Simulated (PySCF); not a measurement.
## Electric field gradients and quadrupole coupling constants

Species: C5H12N2.
Cartesian coordinates in Å at the GFN2-xTB level; atoms count from 1:
```xyz
19
C5H12N2 angstrom
C     -2.3066   -0.2056   -0.4532
C     -0.8556    0.2461   -0.4257
C     -0.3759    0.7015    0.9753
C      0.8294   -0.2182    1.2488
N      1.2451   -0.7285   -0.0572
C      2.1938    0.1352   -0.7362
N      0.0539   -0.8424   -0.8223
H     -2.4679   -1.0135    0.2593
H     -2.9639    0.6220   -0.1964
H     -2.5668   -0.5598   -1.4478
H     -0.7220    1.0580   -1.1516
H     -1.1548    0.5750    1.7249
H     -0.0754    1.7484    0.9647
H      1.6540    0.2889    1.7460
H      0.5269   -1.0756    1.8587
H      2.3353   -0.2561   -1.7408
H      3.1404    0.0930   -0.2000
H      1.8666    1.1801   -0.8060
H     -0.3664   -1.7393   -0.5829
```

Field gradients from the PBE0/pcSseg-1 density (PySCF, non-relativistic), principal values in atomic units, ordered |Vxx| ≤ |Vyy| ≤ |Vzz|:

| atom | Vxx | Vyy | Vzz |
| --- | --- | --- | --- |
| N5 | 0.4947 | 0.9731 | -1.4678 |
| N7 | 0.4226 | 0.9343 | -1.3568 |

Find the asymmetry η = (Vxx − Vyy)/Vzz and the couplings χ = eQV/h (234.96 MHz × Q in barn × V in au), with Q(14N) = 0.02044 b.

```csv
atom,environment,nucleus,η,χzz (MHz),χxx (MHz),χyy (MHz)
N5,hydrazine nitrogen,14N,0.33,-7.05,2.38,4.67
N7,hydrazine nitrogen,14N,0.38,-6.52,2.03,4.49
```

What is Vzz at N5 in SI units (1 au = 9.71736 × 10²¹ V/m²)?

-1.4678 au = -14.263 × 10²¹ V/m².

Were the hydrogens deuterons (Q(2H) = 0.00286 b), χzz would run from 194 kHz (H11) to 255 kHz (H19).

Isolated species at its GFN2-xTB geometry (one conformer only). GFN2-xTB bond lengths can be off by several hundredths of an ångström, more for odd bonds, and the gradients follow them. A larger basis could move these couplings by a tenth or more.
